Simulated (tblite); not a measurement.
Species: C3H4O3Si.
SMILES: `O=C1OC=CO[SiH2]1`

Computed values, GFN2-xTB/tblite, gas phase, harmonic and unscaled. The method is semi-empirical: single wavenumbers can be off by several per cent or more. Modes of hydrogen on silicon can be 10 to 20 % off.

Harmonic wavenumbers (cm⁻¹): 60.4, 160.9, 338.3, 342.4, 371.6, 450.5, 484.0, 563.8, 591.7, 621.4, 687.5, 749.5, 771.5, 782.4, 820.6, 828.6, 1019.5, 1087.6, 1116.3, 1255.9, 1296.4, 1689.5, 1738.7, 2330.3, 2341.2, 3087.7, 3105.9.

A = 3467, B = 2507, C = 1481 MHz; mass 115.993 u (most abundant isotopes); point group Cs, symmetry number 1.

Question: Zero-point energy?

Answer: ½Σν̃ = 14347 cm⁻¹ = 171.63 kJ/mol.

Question: Entropy at 500 K, 1 bar (ideal gas, RRHO, classical rotation)?

Answer: Translation 178.89, rotation 121.99, vibration 117.86: S = 418.7 J/(mol K).

Question: And Cp and H(500 K) − H(0)?

Answer: Cp = 162.15 J/(mol K), of which vibrations give 128.89 (their classical limit is 27 R = 224.5); H(500 K) − H(0) = 49.36 kJ/mol without the zero-point energy, 32.73 from vibrations.

Question: What must be added to the electronic energy to get the Gibbs energy at 500 K and 1 bar?

Answer: ZPE + [H(500 K) − H(0)] − T·S = 171.63 + 49.36 − 209.37 = 11.62 kJ/mol.

Question: Which modes carry the vibrational entropy at 500 K?

Answer: 60.4 cm⁻¹: 22.87; 160.9 cm⁻¹: 14.79; 338.3 cm⁻¹: 8.86; 342.4 cm⁻¹: 8.77; 371.6 cm⁻¹: 8.14; 450.5 cm⁻¹: 6.72 J/(mol K); the other 21 give 47.71 together.

Question: Blend soft modes into free rotors: weight 1/[1 + (100 cm⁻¹/ν̃)⁴] for the oscillator and the rest for a rotor with moment μB/(μ + B), μ = h/(8π²ν), B = 10⁻⁴⁴ kg m². What vibrational entropy results?

Answer: 111.63 J/(mol K) in place of 117.86, which changes −T·S at 500 K by +3.11 kJ/mol.

Hindered rotation and anharmonicity are outside this model.
